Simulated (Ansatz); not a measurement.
One change: `[F][Ge]([F])([F])[Br]` becomes `[OH][Ge]([F])([F])[F]`.

Ansatz, PBE0-D4/def2-TZVP geometries, multiplicity 1. Each molecule was computed in one conformer, which needn't be the lowest.

Scalar relativity is left out up to krypton.

```csv
property,`[F][Ge]([F])([F])[Br]`
size of the dipole moment (ωB97M-V/def2-TZVPP) / D,1.66
LUMO energy (B3LYP/def2-TZVPP) / eV,-2.38
HOMO–LUMO gap (ωB97M-V/def2-TZVPP) / eV,12.24
zero-point energy (PBE0-D4/def2-TZVP) / kJ/mol,21.9
LUMO energy (ωB97M-V/def2-TZVPP) / eV,0.11
size of the dipole moment (PBE/def2-TZVPP) / D,1.57
```

Task: What does the change do to each property? (Estimate.)

Result: The calculation gave: 
```csv
property,`[OH][Ge]([F])([F])[F]`,shift
size of the dipole moment (ωB97M-V/def2-TZVPP) / D,2.22,0.56
LUMO energy (B3LYP/def2-TZVPP) / eV,-1.68,0.70
HOMO–LUMO gap (ωB97M-V/def2-TZVPP) / eV,13.94,1.70
zero-point energy (PBE0-D4/def2-TZVP) / kJ/mol,55.0,33.1
LUMO energy (ωB97M-V/def2-TZVPP) / eV,0.73,0.62
size of the dipole moment (PBE/def2-TZVPP) / D,2.16,0.59
```

With PBE0 the HOMO falls by 0.82 eV and the LUMO rises by 0.77 eV, so the gap widens by about 1.59 eV. PBE moves the HOMO by -0.33 eV and ωB97M-V by -1.08 eV. The zero-point energy changes by 33.1 kJ/mol with +3 modes. Dipoles are sizes alone; their direction can turn.

B3LYP here is the variant with VWN-RPA as its local correlation; programs differ in this.

Spin–orbit coupling is left out; it splits and shifts lone-pair levels of the heavy atoms by tenths of an eV.
